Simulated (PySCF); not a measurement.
Working out the ionisation energy of P⁺

P⁺ [Ne] 3s2 3p2 (3P) → P²⁺ [Ne] 3s2 3p1 (2P). Calculation: PySCF 2.14, in dyall-av2z (13s9p2d, 50 functions); the non-relativistic Hamiltonian (point nucleus). Frozen: [Ne]; the 16 highest virtual orbitals dropped. Energies in hartree (1 hartree = 27.21139 eV):

```tsv
part	P⁺ (lower)	P²⁺ (upper)
UHF	-340.343848	-339.640394
CCSD correlation	-0.072574	-0.059174
(T)	-0.001124	-0.000659
```

Task: What does Hartree-Fock give?

Result: (-339.640394) − (-340.343848) = 0.703454 hartree = 19.142 eV.

Task: What do CCSD and CCSD(T) give?

Result: The CCSD correlation energies differ by 0.013400 hartree = 0.365 eV and the triples by 0.000465 hartree = 0.013 eV, so CCSD gives 19.507 eV and CCSD(T) 19.520 eV.

A first-order spin-orbit estimate adds -0.006 eV to CCSD(T) (valence), giving 19.514 eV against 19.769 eV (semi-empirical (NIST evaluation); NIST Atomic Spectra Database, ionization energies).

A double-zeta basis recovers only part of the correlation energy.

What remains against the reference includes basis incompleteness, the frozen core and higher excitations.
